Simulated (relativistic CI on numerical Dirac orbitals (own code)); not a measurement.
Tb³⁺: calculation against measurement

Calculated at this level of theory: Dirac-Coulomb-Breit CI, separate exchange-only KLI orbitals for each configuration, a model potential for QED, valence Slater integrals scaled by 0.85, P86 correlation energy added to each configuration (own radial code, finite nucleus).

Configuration list (outside the closed core [Kr] 4d10 5s2): 4f⁸5p⁶, 4f⁷5p⁶6s, 4f⁹5p⁵, 4f⁷5p⁶7s. The list is cut by size and lacks configurations that can hold low levels.

| Configuration | Term (tabulated) | J | Measured (cm⁻¹) | Computed | Error | Purity (%) |
| --- | --- | --- | --- | --- | --- | --- |
| 4f⁸5p⁶ | 7F | 6 | 0.0 | 0 | 0 | 95 |
| 4f⁸5p⁶ | 7F | 5 | 2051.6 | 2052 | 0 | 97 |
| 4f⁸5p⁶ | 7F | 4 | 3314.2 | 3284 | -30 | 95 |
| 4f⁸5p⁶ | 7F | 3 | 4292.3 | 4258 | -35 | 94 |
| 4f⁸5p⁶ | 7F | 2 | 4977.9 | 4940 | -38 | 94 |
| 4f⁸5p⁶ | 7F | 1 | 5431.8 | 5393 | -39 | 94 |
| 4f⁸5p⁶ | 7F | 0 | 5653.8 | 5614 | -40 | 94 |

Measured levels from Martin, Zalubas and Hagan, Atomic Energy Levels: The Rare-Earth Elements, NSRDS-NBS 60 (1978); pairs were made by configuration, J and term (by order where the table uses no LS term), so strongly mixed levels may be paired wrongly.

Mean error by configuration (cm⁻¹): 4f⁸5p⁶ -30. Over the excited levels the mean absolute error is 31 cm⁻¹ (6 of the 10 excited levels that our extract of the source holds in range could be paired, and the others can miss by more), and the median relative error of those above 1,000 cm⁻¹ is 0.75 %. Some levels of the ground configuration have no partner.
